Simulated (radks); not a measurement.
The cerium ion Ce2+ inside a hard spherical wall (all orbitals vanish at R), configuration held at [Xe] 4f2 and not refilled when levels cross. All-electron calculation, scalar-relativistic Kohn-Sham, LDA (Slater exchange, VWN5 correlation), spin-polarised, spherical densities, finite nucleus; open shells are filled with parallel spins first (spin-orbit coupling, left out, can overturn this in heavy ions); Fermi nuclear charge, rms radius 4.8771 fm. Program: a radial shooting solver on a logarithmic mesh with Libxc functionals. Eigenvalues in eV for spin up, with the zero of energy where the potential of the charges vanishes at infinity; a dash marks a level that is unbound or too diffuse for the functional's potential to be trusted. A positive occupied level is held by the wall or, in an anion where self-interaction has pushed it up, behind a barrier. The pressure on the wall is -dE/dV.

| R (bohr) | E (hartree) | kinetic (hartree) | e(4d) | e(5s) | e(5p) | e(5d, empty) | e(4f) | e(6s, empty) | pressure (GPa) |
|---|---|---|---|---|---|---|---|---|---|
| free | -8852.9232 | 9379.942 | -117.07 | -50.628 | -33.696 | -13.686 | -13.684 | -13.062 | 0 |
| 12 | -8852.9232 | 9379.942 | -117.07 | -50.628 | -33.696 | -13.686 | -13.684 | -13.062 | < 0.0001 |
| 4 | -8852.8285 | 9380.730 | -115.09 | -49.192 | -32.174 | -9.992 | -11.788 | -1.257 | 32.4 |
| 3.5 | -8852.6163 | 9382.168 | -112.57 | -47.270 | -29.951 | -5.983 | -9.370 | 9.684 | 138 |
| 3 | -8851.9220 | 9386.111 | -107.11 | -42.720 | -24.461 | 2.794 | -4.058 | 32.288 | 618 |
| 2.5 | -8849.5987 | 9397.038 | -95.833 | -31.252 | -10.416 | 23.131 | 7.389 | 81.751 | 3030 |
| 1.5 | -8804.6292 | 9557.935 | -11.624 | 126.14 | 169.48 | 235.43 | 102.19 | 539.21 | 155000 |
